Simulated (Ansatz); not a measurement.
Consider the ligand exchange at the Si–C bond: `BC(=C)[SiH2]C` + `C=C(O)F` → `C=C(F)O[SiH2]C` + `BC=C`.

Program: Ansatz. Geometries: PBE0-D4/def2-TZVP. ΔE: electronic, gas phase. CCSD(T)/CBS is the MP2 limit (def2-TZVPP, def2-QZVPP) plus CCSD(T) − MP2 in def2-TZVPP, frozen cores. Functionals use def2-TZVPP. One conformer a species, not always the lowest.

```tsv
level	ΔE (kJ/mol)
PBE0	-88.2
HF/def2-QZVPP	-113.2
```

**Question.** What does CCSD(T)/CBS give? (An estimate is asked.)

**Answer.** Ansatz gave: -94.5 kJ/mol. The listed levels differ from it by 6.3, -18.7 kJ/mol.

Largest T1 diagnostic among the species: 0.012.

In def2-TZVPP, CCSD(T) changes the Hartree–Fock value by +17.5 kJ/mol (the triples alone add +2.8 kJ/mol) and MP2 by +18.0 kJ/mol. From PBE to PBE0 (25 % exact exchange), in def2-TZVPP and without D4, ΔE moves by −3.2 kJ/mol. The D4 term adds +3.2 kJ/mol with B3LYP and +1.7 kJ/mol with PBE0; it sums over pairs of atoms, weighted by their polarisabilities, and B3LYP, whose exchange is more repulsive, gets the larger term.

B3LYP here is the variant with VWN-RPA as its local correlation; programs differ in this.
